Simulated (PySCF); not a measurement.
Predicted microwave data (PBE0/pcSseg-1 in PySCF (dipole) on a GFN2-xTB geometry, gas phase) for one isomer of C8H14O:

```
Rotational constants : A = 2659, B = 1627, C = 1468 MHz
Dipole components    : |μa| = 0.31 D, |μb| = 1.25 D, |μc| = 0.87 D
Inertial defect      : -156.38 u·Å²
κ                    : -0.73
```

Question: Which structure is it? (One computed conformer of each.)
A. `CC(C)(C)C1=CCOC1`
B. `CC1(C)C[C@@H]2CC[C@H]1O2`
C. `[CH2:1]=[C:2]([C:3]([CH3:4])=[O:5])[C:6]([CH3:7])([CH3:8])[CH3:9]` with C1–C2–C3–C4 61°
D. `[CH3:1][C:2](=[O:3])[CH:4]1[CH2:5][CH2:6][CH2:7][CH2:8][CH2:9]1` with C1–C2–C4–C5 52°, C2–C4–C5–C6 68°, C4–C5–C6–C7 59°, C5–C6–C7–C8 -59°, C6–C7–C8–C9 57°
E. `[CH3:1][O:2][CH2:3][CH:4]=[C:5]1[CH2:6][CH:7]([CH3:8])[CH2:9]1` with C1–O2–C3–C4 69°, O2–C3–C4–C5 -116°

Answer: B. It is CC1(C)C[C@@H]2CC[C@H]1O2, an asymmetric top, point group C1. The candidates at the same level (rigid rotor, commonest isotopes):

```json
{"SMILES": "COCC=C1CC(C)C1", "A (MHz)": "4169", "B (MHz)": "721.3", "C (MHz)": "700.2", "μa (D)": "1.86", "μb (D)": "0.83", "μc (D)": "0.22", "Δ (u·Å²)": "-100.06", "point group": "C1", "rotor": "near-prolate asymmetric top"}
{"SMILES": "CC(C)(C)C1=CCOC1", "A (MHz)": "2942", "B (MHz)": "1133", "C (MHz)": "1008", "μa (D)": "1.81", "μb (D)": "0.90", "μc (D)": "0.04", "Δ (u·Å²)": "-116.55", "point group": "near Cs", "rotor": "asymmetric top"}
{"SMILES": "C=C(C(C)=O)C(C)(C)C", "A (MHz)": "2312", "B (MHz)": "1284", "C (MHz)": "1139", "μa (D)": "0.75", "μb (D)": "2.06", "μc (D)": "1.43", "Δ (u·Å²)": "-168.45", "point group": "C1", "rotor": "asymmetric top"}
{"SMILES": "CC1(C)C[C@@H]2CC[C@H]1O2", "A (MHz)": "2659", "B (MHz)": "1627", "C (MHz)": "1468", "μa (D)": "0.31", "μb (D)": "1.25", "μc (D)": "0.87", "Δ (u·Å²)": "-156.38", "point group": "C1", "rotor": "asymmetric top"}
{"SMILES": "CC(=O)C1CCCCC1", "A (MHz)": "2490", "B (MHz)": "1386", "C (MHz)": "1146", "μa (D)": "0.40", "μb (D)": "2.38", "μc (D)": "1.23", "Δ (u·Å²)": "-126.76", "point group": "C1", "rotor": "asymmetric top"}
```

`CC(=O)C1CCCCC1` has C 22 % too low; `C=C(C(C)=O)C(C)(C)C` has C 22 % too low; `COCC=C1CC(C)C1` has A 57 % too high; `CC(C)(C)C1=CCOC1` has C 31 % too low. No structure here is proved a minimum.
